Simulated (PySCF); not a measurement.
## P²⁺: ionisation energy

P²⁺ [Ne] 3s2 3p1 (2P) → P³⁺ [Ne] 3s2 (1S), as a difference of total energies. Computed with PySCF 2.14 in x2c-TZVPPall (5s5p3d1f, 42 functions), with the spin-free X2C one-electron Hamiltonian (Gaussian nucleus). Correlated levels: valence: [Ne] frozen. The calculations carry no spin-orbit coupling.

```json
{"method": "UHF", "ionisation energy (eV)": "29.577"}
{"method": "MP2 (valence)", "ionisation energy (eV)": "29.863"}
{"method": "SCS-MP2 (valence)", "ionisation energy (eV)": "29.853"}
{"method": "CCSD (valence)", "ionisation energy (eV)": "29.993"}
{"method": "CCSD(T) (valence)", "ionisation energy (eV)": "30.021"}
{"method": "CCSDT (valence)", "ionisation energy (eV)": "30.031"}
```

Question: How much does correlation contribute at CCSD(T) (valence)?

Answer: 30.021 − (29.577) = 0.444 eV, measured against UHF.

A first-order spin-orbit estimate (lowest level to lowest level, LS coupling) adds 0.042 eV.

Errors of the correlated levels include the incompleteness of this basis and the frozen core.

For comparison: 30.203 eV (measured; NIST Atomic Spectra Database, ionization energies).
